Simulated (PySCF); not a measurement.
Isomers C₅H₄F₂O₂:

A. `FC(F)Oc1ccoc1`
B. `C=C(CC(=O)F)C(=O)F`
C. `O=CC1=CCC(F)(F)O1`

Spectrum 1. $^{1}$H NMR (400 MHz, computed): δ 9.71 (s, 1H), 6.38 (m, 1H), 3.43 (m, 2H). $^{13}$C{$^{1}$H} NMR (computed): δ 187.0 (CH), 160.4 (C), 140.6 (C), 118.4 (CH), 45.8 (CH2).

Spectrum 2. $^{1}$H NMR (400 MHz, computed): δ 7.55 (m, 1H), 6.83 (m, 1H), 3.76 (m, 2H). $^{13}$C{$^{1}$H} NMR (computed): δ 171.5 (C), 165.7 (C), 151.2 (CH2), 134.0 (C), 34.6 (CH2).

Spectrum 3. $^{1}$H NMR (400 MHz, computed): δ 7.60 (m, 1H), 7.42 (m, 1H), 6.75 (m, 1H), 6.53 (m, 1H). $^{13}$C{$^{1}$H} NMR (computed): δ 151.2 (C), 146.3 (CH), 133.7 (CH), 123.7 (CH), 107.8 (CH).

Theory: σ from GIAO-PBE0/pcSseg-1, GFN2-xTB structure, in PySCF (isolated molecule, single conformer, non-relativistic Hamiltonian, fast rotation and ring inversion assumed for equivalent nuclei).

Scale: TMS for $^{1}$H (σ = 31.72 ppm) and $^{13}$C (σ = 186.93 ppm) (reference shieldings calculated alike). Splittings of carbon signals by F and P are missing where no couplings were computed. Where no couplings were computed, multiplicities follow the n + 1 count of equivalent neighbours, and m marks all less simple cases (inequivalent or close neighbours, rings, F or P nearby). Shifts are as computed. Against solution values, carbons near 30 ppm lie about +3 ppm off and those near 130 ppm about +5 ppm. Of 1211 compounds with measured shifts, 218 miss one by over three times the rms of a fit or turn the order of signals round; such compounds aren't used in these exercises.

**Question.** Match each spectrum to its structure.

**Answer.** 1–C, 2–B, 3–A.

- Spectrum 1 (C): 5 $^{13}$C signals; δC 187.0 is an aldehyde carbonyl carbon; δC 160.4 is an alkene carbon bearing oxygen.
- Spectrum 2 (B): 5 $^{13}$C signals; δC 151.2 is a β carbon of a C=C–C=O unit; δC 134.0 is an α carbon of a C=C–C=O unit.
- Spectrum 3 (A): 5 $^{13}$C signals; δC 151.2 is an aromatic carbon bearing oxygen; δC 123.7 is an sp3 CH bonded to 2 F and O.
